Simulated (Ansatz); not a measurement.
`FC(F)(F)[SiH2]Cl`, relaxed with RKS PBE0-D4/def2-TZVP in Ansatz 0.2.0 from a PBE-D4/def2-SVP geometry. The force threshold is 0.005 eV/Å; the program also tests the step.

Charge 0, multiplicity 1.

Start:

```xyz
8

F    -1.184    0.702    1.368
C    -0.839   -0.239    0.458
F    -1.882   -0.376   -0.408
F    -0.694   -1.415    1.114
Si    0.753    0.234   -0.548
Cl    2.333    0.450    0.770
H     1.025   -0.885   -1.503
H     0.488    1.528   -1.252
```

```
step  energy (eV)  largest force (eV/Å)  largest move (Å)
   1  -29610.2709                 0.662             0.000
   2  -29610.3042                 0.254             0.038
   3  -29610.3071                 0.038             0.012
   4  -29610.3072                 0.012             0.004
   5  -29610.3072                 0.008             0.001
   6  -29610.3073                 0.004             0.003
```

End:

```xyz
8

F    -1.169    0.697    1.348
C    -0.829   -0.238    0.450
F    -1.872   -0.380   -0.391
F    -0.694   -1.396    1.112
Si    0.754    0.233   -0.552
Cl    2.298    0.439    0.760
H     1.027   -0.871   -1.495
H     0.486    1.516   -1.233
```

Run time 41 s (4 threads of an Arm Neoverse N1 on a shared host); peak host memory 0.58 GiB.
